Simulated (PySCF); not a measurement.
C2H5NOSi.
SMILES with atom numbers: `[CH:1]#[C:2][Si@H:3]([NH2:4])[OH:5]` (hydrogens: H6 on C1; H7 on Si3; H8, H9 on N4; H10 on O5)

Theory: PBE0-D3(BJ)/def2-SVP geometry optimisation, gas phase (PySCF).

Q: List the bond lengths, angles and torsions at this level.

A: 
```
        bond  length (pm)   order
       C1≡C2        121.8  triple
      C2–Si3        184.5  single
      Si3–N4        170.6  single
      Si3–O5        166.6  single
       C1–H6        107.6  single
      Si3–H7        148.7  single
N4–H8, N4–H9        101.2  single
      O5–H10         96.2  single
```

Bonds in one row agree within 1 pm and their mean is given. Orders are formal, as drawn. A selection of angles:
```
     angle  degrees
  C2–C1–H6    179.4
 C1–C2–Si3    178.4
 C2–Si3–N4    111.3
 C2–Si3–O5    105.3
 C2–Si3–H7    109.7
 N4–Si3–O5    112.7
 N4–Si3–H7    106.1
 O5–Si3–H7    111.7
 Si3–N4–H8    123.1
 Si3–N4–H9    120.4
  H8–N4–H9    112.4
Si3–O5–H10    115.0
```

Dihedral angles: H10–O5–Si3–C2 -18° (synperiplanar).

Si3 (oxygen-bound silicon) is distorted tetrahedral (angles from 105.3° to 112.7°). O5 (silanol oxygen) is bent (angle 115.0°). N4 (silicon-bound nitrogen) has angles 123.1°, 120.4° and 112.4°, sum 355.8°, 0.14 Å off the plane of its three neighbours.

Point group: C1 (no symmetry element, even within 0.4 Å). No PBE0-D3(BJ)/def2-SVP frequencies stand behind this structure, so it isn't proved a minimum. The numbers are those of one conformer (C2–Si3–N4–H -63° and 142°, C2–Si3–O5–H -18°).
